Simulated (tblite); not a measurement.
C₆H₄F₃N (charge +1 and doublet state).
Numbering: `[CH+:1]=[C:2][C@@H:3]([N:4]=[CH2:5])[C:6]([F:7])=[C:8]([F:9])[F:10]` (hydrogens: H11 on C1; H12 on C3; H13, H14 on C5)

Computed geometry: GFN2-xTB, gas phase. This method treats the open shell by occupation alone, without spin polarisation.

List the bond lengths, angles and torsions at this level.

```tsv
bond	length (Å)
C1=C2	1.199
C2–C3	1.460
C3–N4	1.413
N4=C5	1.229
C3–C6	1.511
C6–F7	1.331
C6=C8	1.347
C8–F9	1.307
C8–F10	1.297
C1–H11	1.054
C3–H12	1.105
C5–H13	1.089
C5–H14	1.099
```

A selection of angles:
```tsv
angle	degrees
C1–C2–C3	178.3
C2–C3–N4	110.2
C2–C3–C6	112.9
N4–C3–C6	110.1
C3–N4–C5	137.7
C3–C6–F7	115.1
C3–C6–C8	124.8
F7–C6–C8	120.1
C6–C8–F9	121.9
C6–C8–F10	124.9
F9–C8–F10	113.1
```

Dihedral angles: C2–C3–N4–C5 72° (synclinal); C2–C3–C6–F7 -75° (synclinal); C3–C6–C8–F9 0° (synperiplanar).

C6 (carbon bonded to 2 C and F) is planar (angles 124.8°, 120.1° and 115.1°, sum 360.0°, 0.01 Å off the plane of its three neighbours). Of the pairs four or more bonds apart, C5···F7 is among the closest relative to their van der Waals radii: 2.88 Å, 91 % of the sum of Bondi's values. The 4 C–C bonds span 1.199 Å (C1=C2, drawn double in a drawing that doesn't fit all lengths) to 1.511 Å (C3–C6, drawn single in a drawing that doesn't fit all lengths), a spread of 0.312 Å. N4 (nitrogen bonded to 2 C) is bent (angle 137.7°). C8 (carbon bonded to C and 2 F) is planar (angles 124.9°, 121.9° and 113.1°, sum 359.9°, 0.02 Å off the plane of its three neighbours). C5 (carbon bonded to N and 2 H) is planar (angles 125.5°, 118.9° and 115.6°, sum 360.0°, 0.00 Å off the plane of its three neighbours). The 2 C–N bonds span 1.229 Å (N4=C5, drawn double in a drawing that doesn't fit all lengths) to 1.413 Å (C3–N4, drawn single in a drawing that doesn't fit all lengths), a spread of 0.184 Å.

Point group: C1 (no symmetry element, even within 0.4 Å). Its GFN2-xTB frequencies are all real (lowest 35 cm⁻¹).

Hardware: one thread, Arm Neoverse V2 (aarch64), shared host. Cost: 1.1 s of wall time. This is the geometry optimisation.

One conformer stands for the species.
